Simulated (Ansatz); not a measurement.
CH$_{6}$BGaSe, SMILES `[BH2][GaH][Se]C`. The species carries charge 0 and has multiplicity 1. All single points use the PBE0-D4/def2-TZVP geometry. It is one conformer, not always the lowest.

```xyz
10

B    -1.689    2.108    1.037
Ga   -0.790    0.584   -0.039
Se    1.188   -0.320    0.773
C     1.561   -1.671   -0.598
H    -2.491    1.882    1.895
H    -1.428    3.259    0.835
H    -1.254   -0.091   -1.381
H     1.578   -2.649   -0.121
H     0.791   -1.646   -1.366
H     2.533   -1.456   -1.037
```

(1) What is the dipole moment at B3LYP/def2-TZVPP? (An estimate is asked.)

(2) And with PBE, r2SCAN, ωB97M-V? (Best estimate.)

(3) Give the Mulliken charges with B3LYP, PBE, r2SCAN in def2-TZVPP. (Best estimate.)

Results:

(1) Computed: 0.98 D, with components (-0.48, -0.26, -0.82) D in this frame, pointing from negative to positive charge.

(2) Ansatz gave: PBE 0.95 D, r2SCAN 1.04 D, ωB97M-V 1.10 D.

(3) Computed: 
```tsv
atom	B3LYP	PBE	r2SCAN
B1	0.01	0.01	0.04
Ga2	0.03	0.03	0.08
Se3	-0.14	-0.13	-0.16
C4	-0.35	-0.34	-0.23
H5	0.06	0.05	0.02
H6	0.06	0.05	0.02
H7	-0.06	-0.04	-0.07
H8	0.13	0.13	0.10
H9	0.12	0.12	0.10
H10	0.13	0.13	0.10
```

B3LYP here is the variant with VWN-RPA as its local correlation; programs differ in this.
